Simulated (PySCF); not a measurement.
A GIAO shielding run with PySCF 2.14 (density fitting, non-relativistic, gas phase) on SMILES C=NCCN[Si@@](C)(N)O, C$_{4}$H$_{13}$N$_{3}$OSi:

```
$ OMP_NUM_THREADS=1 python probes_run.py task.json out

{"job": {"kind": "nmr", "xc": "PBE0", "basis": "pcSseg-1"}, "charge": 0, "multiplicity": 1}
C      2.678384     1.253520     1.361098
N      1.714584     0.810919     0.695822
C      1.913954    -0.191237    -0.303504
C      0.990797    -1.406470    -0.022335
N     -0.330189    -1.301812    -0.570245
Si    -1.504061    -0.145799    -0.015284
C     -1.813927     1.239226    -1.283091
N     -2.978247    -1.031963     0.126533
O     -0.989235     0.453420     1.411156
H      2.485286     1.992607     2.124580
H      3.719531     0.945596     1.216642
H      2.965802    -0.515074    -0.357867
H      1.624317     0.240431    -1.265240
H      1.476438    -2.301335    -0.422639
H      0.903158    -1.522140     1.060640
H     -0.353033    -1.527472    -1.551105
H     -2.145650     0.837687    -2.234305
H     -2.579257     1.923811    -0.933305
H     -0.914792     1.821720    -1.462486
H     -2.972766    -1.850249     0.713874
H     -3.816513    -0.501994     0.296279
H     -0.084993     0.795993     1.413931
```

Hardware: 1 thread of an Intel Xeon, shared host. The job also computes population analyses, field gradients.

Problem. How large is the calculation?

Solution. 80 electrons, 225 basis functions and 1176 auxiliary functions.

Problem. How long does it take, and how much memory does it need?

Solution. 2.8 min of wall time, with 14 SCF cycles and 5 response iterations; peak memory 1 GiB. Times on a shared host scatter by some tens of per cent.
